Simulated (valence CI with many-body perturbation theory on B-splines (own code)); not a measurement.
**E1 transitions of Nd45+**

Computed by relativistic CI+MBPT: five valence electrons over a frozen Dirac-Fock core [Ne], radial functions for each j: 11 s, 11 p, 10 d, 8 f, 5 g, 2 h, with the one-electron correlation potential Σ1 (screened to all orders), the two-electron term Σ2, the three-electron term Σ3, Breit, model QED; selected single and double excitations, second order for the rest, scaled by the run's own slope (own B-spline code, finite nucleus).

The last digits are not significant, and no measured levels were compared; by estimate large intervals hold to a few tenths of a per cent, small ones and those within an open d or f shell to about a per cent. Among the levels kept, up to 3100 cm⁻¹ of a level comes from second order outside the variational space, and about a tenth of that is noise between levels of different J, which matters for small intervals.

Lines 51 to 100 of 566 in falling wavelength, among levels below 715.21 eV, chosen from the strongest by gf and those to the six lowest levels. Wavelengths and rates use the calculated energies. Electric multipoles are in the length gauge, E1 and E2 with the static RPA response of the core. Weak lines are less certain than strong ones. Lines between different terms over intervals too small for the method are left out, as are lines whose strength nearly cancels. Where a level lies close to another of its J and parity, the split of strength between their lines is uncertain. The highest levels of a list are the least certain.

Levels are named by their leading jj configuration (3d3/2^4 stands for four electrons in 3d with j = 3/2), which in mixed levels can hold well under half, so a name can repeat and another be missing. Letters in brackets count levels of one name in rising energy.

| λ vac (nm) | Upper | Lower | A (s⁻¹) | S (a.u.) |
| --- | --- | --- | --- | --- |
| 8.991 | (3s 3p1/2^2 3d5/2^2) J=7/2 | (3s^2 3p1/2 3d5/2^2) J=9/2 | 1.98e+10 | 5.68e-02 |
| 8.987 | (3s 3p1/2 3p3/2^2 3d5/2) J=3/2 [c] | (3s^2 3p3/2^2 3d5/2) J=5/2 [a] | 1.01e+10 | 1.44e-02 |
| 8.983 | (3s 3p1/2 3p3/2^2 3d5/2) J=5/2 [g] | (3s^2 3p3/2^2 3d5/2) J=5/2 [b] | 1.04e+10 | 2.22e-02 |
| 8.839 | (3s 3p1/2^2 3p3/2^2) J=3/2 | (3s^2 3p1/2 3p3/2^2) J=5/2 | 1.87e+10 | 2.55e-02 |
| 8.803 | (3s 3p1/2 3p3/2^2 3d5/2) J=3/2 [e] | (3s^2 3p3/2^2 3d5/2) J=5/2 [b] | 1.23e+10 | 1.66e-02 |
| 8.779 | (3s 3p1/2 3p3/2^2 3d5/2) J=7/2 [b] | (3s^2 3p3/2^2 3d5/2) J=7/2 | 9.62e+09 | 2.57e-02 |
| 8.744 | (3s 3p1/2^2 3d3/2 3d5/2) J=5/2 [b] | (3s^2 3p1/2 3d3/2 3d5/2) J=7/2 [a] | 9.49e+09 | 1.88e-02 |
| 8.682 | (3s 3p1/2^2 3p3/2 3d3/2) J=3/2 [b] | (3s^2 3p1/2 3p3/2 3d3/2) J=5/2 [a] | 1.16e+10 | 1.50e-02 |
| 8.501 | (3s 3p1/2^2 3p3/2 3d3/2) J=5/2 [b] | (3s^2 3p1/2 3p3/2 3d3/2) J=7/2 | 2.30e+10 | 4.18e-02 |
| 8.491 | (3s 3p1/2^2 3p3/2 3d5/2) J=7/2 [b] | (3s^2 3p1/2 3p3/2 3d5/2) J=9/2 | 2.00e+10 | 4.84e-02 |
| 8.451 | (3s 3p1/2 3p3/2^3) J=3/2 [b] | (3s^2 3p3/2^3) J=3/2 | 1.29e+10 | 1.54e-02 |
| 8.407 | (3s 3p1/2^2 3d3/2^2) J=3/2 | (3s 3p1/2^2 3p3/2 3d3/2) J=5/2 [b] | 1.19e+10 | 1.39e-02 |
| 8.369 | (3s 3p1/2 3p3/2^2 3d5/2) J=7/2 [c] | (3s^2 3p3/2^2 3d5/2) J=9/2 | 1.24e+10 | 2.86e-02 |
| 8.293 | (3p1/2^2 3p3/2^2 3d3/2) J=7/2 | (3s 3p1/2 3p3/2^2 3d3/2) J=9/2 | 3.37e+10 | 7.58e-02 |
| 8.288 | (3s 3p1/2^2 3p3/2^2) J=3/2 | (3s^2 3p1/2 3p3/2^2) J=3/2 | 7.92e+09 | 8.90e-03 |
| 8.284 | (3s 3p1/2 3p3/2^2 3d5/2) J=9/2 [c] | (3s^2 3p3/2^2 3d5/2) J=9/2 | 1.52e+10 | 4.27e-02 |
| 8.129 | (3p1/2^2 3p3/2^2 3d3/2) J=5/2 | (3s^2 3p1/2 3d3/2 3d5/2) J=7/2 [c] | 9.97e+09 | 1.59e-02 |
| 8.126 | (3p1/2^2 3p3/2^2 3d3/2) J=3/2 | (3s 3p1/2 3p3/2^2 3d3/2) J=5/2 [a] | 1.61e+10 | 1.71e-02 |
| 8.102 | (3s 3p1/2 3p3/2^2 3d3/2) J=3/2 [b] | (3s 3p1/2 3p3/2^3) J=5/2 | 2.14e+10 | 2.25e-02 |
| 8.053 | (3p1/2^2 3p3/2^2 3d3/2) J=5/2 | (3s 3p1/2 3p3/2^2 3d3/2) J=7/2 [a] | 2.16e+10 | 3.33e-02 |
| 8.041 | (3s 3p1/2 3p3/2^2 3d5/2) J=5/2 [c] | (3s^2 3p3/2^2 3d3/2) J=7/2 | 1.45e+10 | 2.24e-02 |
| 8.029 | (3s^2 3p1/2 3p3/2 3d3/2) J=3/2 [a] | (3s^2 3p1/2 3p3/2^2) J=1/2 | 6.85e+08 | 7.00e-04 |
| 8.010 | (3s^2 3p1/2 3p3/2 3d3/2) J=1/2 [a] | (3s^2 3p1/2 3p3/2^2) J=1/2 | 6.42e+08 | 3.26e-04 |
| 7.950 | (3s 3p1/2^2 3p3/2 3d5/2) J=7/2 [b] | (3s^2 3p1/2 3p3/2 3d5/2) J=7/2 [a] | 9.14e+09 | 1.81e-02 |
| 7.545 | (3s^2 3p1/2 3p3/2 3d3/2) J=5/2 [a] | (3s^2 3p1/2 3p3/2^2) J=5/2 | 2.16e+09 | 2.74e-03 |
| 7.468 | (3s^2 3p1/2 3p3/2 3d3/2) J=3/2 [a] | (3s^2 3p1/2 3p3/2^2) J=5/2 | 5.31e+09 | 4.36e-03 |
| 7.094 | (3s^2 3p1/2^2 3d3/2) J=3/2 | (3s^2 3p1/2^2 3p3/2) J=3/2 | 4.94e+09 | 3.48e-03 |
| 7.071 | (3s^2 3p1/2 3p3/2 3d3/2) J=3/2 [a] | (3s^2 3p1/2 3p3/2^2) J=3/2 | 4.34e+08 | 3.03e-04 |
| 7.056 | (3s^2 3p1/2 3p3/2 3d3/2) J=1/2 [a] | (3s^2 3p1/2 3p3/2^2) J=3/2 | 1.57e+09 | 5.43e-04 |
| 7.002 | (3s^2 3p3/2 3d5/2^2) J=5/2 [a] | (3s^2 3p3/2^2 3d5/2) J=3/2 | 1.31e+10 | 1.33e-02 |
| 6.695 | (3s^2 3p1/2 3d3/2 3d5/2) J=9/2 | (3s^2 3p1/2 3p3/2 3d5/2) J=9/2 | 8.43e+09 | 1.25e-02 |
| 6.608 | (3s 3p1/2^2 3d3/2 3d5/2) J=7/2 [b] | (3s 3p1/2^2 3p3/2 3d5/2) J=7/2 [a] | 1.46e+10 | 1.66e-02 |
| 6.596 | (3s^2 3p1/2 3p3/2 3d5/2) J=3/2 [a] | (3s^2 3p1/2 3p3/2^2) J=1/2 | 3.46e+08 | 1.96e-04 |
| 6.502 | (3s^2 3p1/2 3p3/2 3d3/2) J=1/2 [b] | (3s^2 3p1/2 3p3/2^2) J=1/2 | 3.89e+08 | 1.06e-04 |
| 6.396 | (3s 3p1/2 3p3/2^2 3d3/2) J=7/2 [a] | (3s^2 3p1/2 3p3/2 3d5/2) J=5/2 [b] | 2.26e+10 | 2.34e-02 |
| 6.383 | (3s 3p1/2^2 3d5/2^2) J=5/2 | (3s 3p1/2^2 3p3/2 3d5/2) J=3/2 [b] | 1.65e+10 | 1.27e-02 |
| 6.367 | (3s^2 3p1/2 3p3/2 3d5/2) J=7/2 [a] | (3s^2 3p1/2 3p3/2^2) J=5/2 | 3.98e+08 | 4.05e-04 |
| 6.349 | (3s^2 3p1/2 3d3/2 3d5/2) J=7/2 [c] | (3s^2 3p1/2 3p3/2 3d5/2) J=5/2 [b] | 2.03e+10 | 2.05e-02 |
| 6.335 | (3s^2 3p1/2 3p3/2 3d3/2) J=5/2 [b] | (3s^2 3p1/2 3p3/2^2) J=5/2 | 8.07e+08 | 6.07e-04 |
| 6.281 | (3s 3p1/2^2 3d5/2^2) J=9/2 | (3s 3p1/2^2 3p3/2 3d5/2) J=7/2 [b] | 1.61e+10 | 1.97e-02 |
| 6.266 | (3s^2 3p1/2 3d5/2^2) J=9/2 | (3s^2 3p1/2 3p3/2 3d5/2) J=7/2 [b] | 4.53e+10 | 5.50e-02 |
| 6.264 | (3s^2 3p3/2 3d5/2^2) J=7/2 [a] | (3s^2 3p3/2^2 3d5/2) J=5/2 [a] | 2.39e+10 | 2.32e-02 |
| 6.254 | (3s^2 3p1/2 3d5/2^2) J=3/2 | (3s^2 3p1/2 3p3/2 3d5/2) J=1/2 | 2.61e+10 | 1.26e-02 |
| 6.248 | (3s 3p1/2^2 3d5/2^2) J=7/2 | (3s 3p1/2^2 3p3/2 3d5/2) J=5/2 [b] | 7.41e+10 | 7.13e-02 |
| 6.213 | (3s^2 3p1/2 3p3/2 3d5/2) J=3/2 [a] | (3s^2 3p1/2 3p3/2^2) J=5/2 | 2.60e+09 | 1.23e-03 |
| 6.167 | (3s^2 3p1/2 3d5/2^2) J=5/2 | (3s^2 3p1/2 3p3/2 3d5/2) J=3/2 [b] | 3.28e+10 | 2.28e-02 |
| 6.167 | (3s 3p1/2^2 3d3/2 3d5/2) J=9/2 | (3s 3p1/2^2 3p3/2 3d5/2) J=9/2 | 2.10e+10 | 2.43e-02 |
| 6.139 | (3s^2 3p1/2 3p3/2 3d3/2) J=3/2 [b] | (3s^2 3p1/2 3p3/2^2) J=5/2 | 9.09e+08 | 4.15e-04 |
| 6.119 | (3s 3p1/2^2 3d5/2^2) J=3/2 | (3s 3p1/2^2 3p3/2 3d5/2) J=3/2 [b] | 2.09e+10 | 9.47e-03 |
| 6.072 | (3s^2 3p3/2 3d3/2 3d5/2) J=7/2 [a] | (3s^2 3p3/2^2 3d3/2) J=7/2 | 1.25e+10 | 1.10e-02 |
